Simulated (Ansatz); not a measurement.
Reaction (atomization): `O[Si]1(F)CO1` → C• + F• + 3 H• + 2 O• + Si•

Calculated with Ansatz (gas phase, PBE0-D4/def2-TZVP geometries, no zero-point term in ΔE). CBS: MP2 limit from def2 TZ/QZ plus the TZ coupled-cluster correction, frozen cores. This one scheme is used for every species, atoms too. Functionals use def2-TZVPP. Open shells (•) are unrestricted, without spin–orbit coupling. Spin–orbit coupling would lower the free atoms: a little for C, F, O, Si. One conformer a species, not always the lowest.

`O[Si]1(F)CO1`:

```xyz
8

O    -0.630    1.762   -0.470
Si    0.263    0.585    0.181
F     1.179    1.311    1.236
C    -0.077   -1.162    0.277
O     0.903   -0.585   -0.746
H    -1.138    1.546   -1.255
H    -0.926   -1.639   -0.208
H     0.426   -1.817    0.985
```

(1) What is ΔE at CCSD(T)/CBS? (Estimate.)

(2) What do these levels give: r2SCANh-D4, ωB97X-V, PBE-QIDH, PBE0, CCSD(T)/def2-SVP, MP2/def2-QZVPP? (An estimate is asked.)

Largest T1 diagnostic among the species: 0.013.

## Answers

(1) Ansatz gave: +34.43 eV.

(2) Ansatz gave: r2SCANh-D4 34.03, ωB97X-V 34.32, PBE-QIDH 33.88, PBE0 33.87, CCSD(T)/def2-SVP 31.30, MP2/def2-QZVPP 35.27 eV.

In def2-TZVPP, CCSD(T) changes the Hartree–Fock value by +9.50 eV (the triples alone add +0.64 eV) and MP2 by +10.78 eV; breaking electron pairs costs correlation energy, which Hartree–Fock lacks. From BLYP to BHLYP (50 % exact exchange), in def2-TZVPP and without D4, ΔE moves by −1.52 eV: exact exchange takes away binding that semilocal exchange gives to molecules.

For atomizations the MP2-based limit and the directly extrapolated one differ by several kJ/mol either way, and by 10 to 25 for some Ge, Se and Sn compounds, so smaller differences from it don't rank the levels.
